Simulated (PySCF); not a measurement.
# Correlation energy of Xe (xenon, neutral)

[Kr] 4d10 5s1 5p6 5d1, high-spin 3D determinant (an excited configuration). Computed with PySCF 2.14 in aug-cc-pVTZ-PP with one added diffuse shell each of d, f type with ECP28MDF (6s5p5d3f, 67 functions), with a scalar-relativistic core potential. Frozen: 4s2 4p6 4d10; 8 electrons correlated.

MP2 pair energies summed by pair of shells (mhartree):

```json
{"pair": "5p-5p", "energy": "-166.70", "share (%)": "79.9"}
{"pair": "5p-5d", "energy": "-22.77", "share (%)": "10.9"}
{"pair": "5s-5p", "energy": "-18.58", "share (%)": "8.9"}
{"pair": "5s-5d", "energy": "-0.46", "share (%)": "0.2"}
```

Total MP2 correlation energy: -208.52 mhartree.

Same-spin part -39.24 and opposite-spin part -169.28 mhartree; SCS-MP2 scales them by 1/3 and 6/5 to -216.22 mhartree.
